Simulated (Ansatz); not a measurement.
Consider the ligand exchange at the Si–C bond: `C[Si]N(C)C` + HBr → `CN(C)[Si]Br` + CH₄.

Isolated molecules relaxed with PBE0-D4/def2-TZVP in Ansatz; ΔE leaves out vibrations. CCSD(T)/CBS adds triple-zeta CCSD(T) − MP2 to the extrapolated MP2 energy (def2 sets, frozen cores). This one scheme is used for every species. Functionals use def2-TZVPP. HSE06 is defined as in plane-wave codes. For Br outer-core shells are correlated without core-valence functions, which leaves a few kJ/mol of doubt a bond. Scalar relativity is left out up to krypton. One conformer a species, not always the lowest.

Task: Is it downhill or uphill in electronic energy at CCSD(T)/CBS, and by how much? (Best estimate.)

Result: Computed: Downhill: ΔE = -153.2 kJ/mol.

Task: What do these levels give: BLYP-D4, r2SCAN-D4, r2SCANh-D4, HSE06-D4, CAM-B3LYP-D4, BLYP? (Estimate.)

Result: The calculation gave: BLYP-D4 -156.5, r2SCAN-D4 -157.4, r2SCANh-D4 -157.4, HSE06-D4 -155.3, CAM-B3LYP-D4 -151.9, BLYP -157.8 kJ/mol.

Largest T1 diagnostic among the species: 0.014.

Leaving LDA and LC-ωPBE aside and taking each functional with its dispersion term where it has one, the values, not all of them listed here, spread over 8.6 kJ/mol, from BHLYP-D4 to ωB97X-V. LDA lies +6.8 kJ/mol from PBE without D4. At CCSD(T), def2-SVP lies +7.0 kJ/mol from the extrapolated value and def2-TZVPP +5.5 kJ/mol.
